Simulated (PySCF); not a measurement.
## Nonlinear optical response: `CB(C)c1ccc(N)cc1`, C8H12BN

Geometry (Å), atoms numbered from 1 in this order:
```xyz
22

C    -2.6993   -1.2923    0.6425
B    -1.8098   -0.0677    0.1898
C    -2.5696    1.2827   -0.1229
C    -0.2648   -0.1831    0.0482
C     0.4234   -1.3932    0.2774
C     1.7975   -1.5098    0.1512
C     2.5755   -0.3964   -0.2223
N     3.9371   -0.4901   -0.3167
C     1.9147    0.8252   -0.4593
C     0.5396    0.9152   -0.3232
H    -2.2354   -2.2868    0.5751
H    -2.9639   -1.1285    1.7046
H    -3.6608   -1.3162    0.1035
H    -3.4725    1.4066    0.4963
H    -2.9312    1.2147   -1.1671
H    -1.9688    2.2013   -0.0552
H    -0.1435   -2.2821    0.5653
H     2.2897   -2.4680    0.3408
H     4.3531   -1.4089   -0.3661
H     4.4363    0.2397   -0.8043
H     2.4993    1.7034   -0.7479
H     0.0665    1.8815   -0.5151
```

Level of theory: quadratic response CAM-B3LYP/def2-SVPD first hyperpolarisability, Taylor convention, gas phase in PySCF 2.14.0. Geometry: PBE0-D3(BJ)/def2-SVP.

(1) Give β for the processes computed.

(2) Which lowest excitations, dipole and polarisabilities go with it?

Answers

(1) In au, Taylor convention; the vector part is βᵢ = ⅓ Σⱼ (βᵢⱼⱼ + βⱼᵢⱼ + βⱼⱼᵢ); β∥ is 3/5 of the vector part along the dipole, the dipole points from − to +:
```csv
process,λ (nm),β vector norm,β∥,β HRS,depolarisation ratio
"static β(0;0,0)",∞,1367.4,795.6,578.6,4.66
"second harmonic β(−2ω;ω,ω)",1907,1503.7,875.0,635.4,4.69
"Pockels β(−ω;ω,0)",1907,1410.5,820.7,–,–
"second harmonic β(−2ω;ω,ω)",1064,1898.7,1105.0,799.9,4.76
"Pockels β(−ω;ω,0)",1064,1514.2,881.1,–,–
```

(2) S1 4.84 eV (f = 0.445); S2 4.86 eV (f = 0.052); S3 5.65 eV (f = 0.003); dipole 2.89 D; isotropic α 124.0 au static, 124.6 au at 1907 nm, 126.0 au at 1064 nm, 126.6 au at 953.5 nm, 133.4 au at 532 nm.
